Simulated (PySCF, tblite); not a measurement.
Isomers of C4H9NO3Si. Computed values, GFN2-xTB/tblite, gas phase, harmonic and unscaled. Errors from tens to a few hundred cm⁻¹ against measured bands are possible. Modes of hydrogen on silicon can be 10 to 20 % off. One conformer each.

Electronic energies: PBE0/pcSseg-1 single points on the GFN2-xTB geometries (PySCF, gas phase).

```tsv
SMILES	electronic energy, lowest = 0 (kJ/mol)
CO[Si](C#N)(OC)OC	0.0
CO[C@@H]1C[Si@@H](C(N)=O)O1	171.2
NC(=O)[Si@@H]1C[C@@H](CO)O1	162.8
```

How do GFN2-xTB zero-point energies change the relative energies?

```csv
SMILES,ZPE (kJ/mol),of it from modes above 1550 cm⁻¹,electronic (kJ/mol),"with ZPE, lowest = 0 (kJ/mol)",lowest mode (cm⁻¹),rings
CO[Si](C#N)(OC)OC,349.7,174.5,0.0,0.0,54,0
NC(=O)[Si@@H]1C[C@@H](CO)O1,351.2,175.9,162.8,164.3,37,1
CO[C@@H]1C[Si@@H](C(N)=O)O1,348.9,172.3,171.2,170.4,38,1
```

The zero-point energies span 2.3 kJ/mol, from `CO[C@@H]1C[Si@@H](C(N)=O)O1` to `NC(=O)[Si@@H]1C[C@@H](CO)O1`. The order is unchanged.

And how do the electronic energies of GFN2-xTB itself compare?

`CO[Si](C#N)(OC)OC` 0.0; `NC(=O)[Si@@H]1C[C@@H](CO)O1` 170.3; `CO[C@@H]1C[Si@@H](C(N)=O)O1` 157.5 kJ/mol, lowest = 0. Against the energies above, taken from the same isomer `CO[Si](C#N)(OC)OC`, the largest difference is 13.7 kJ/mol.
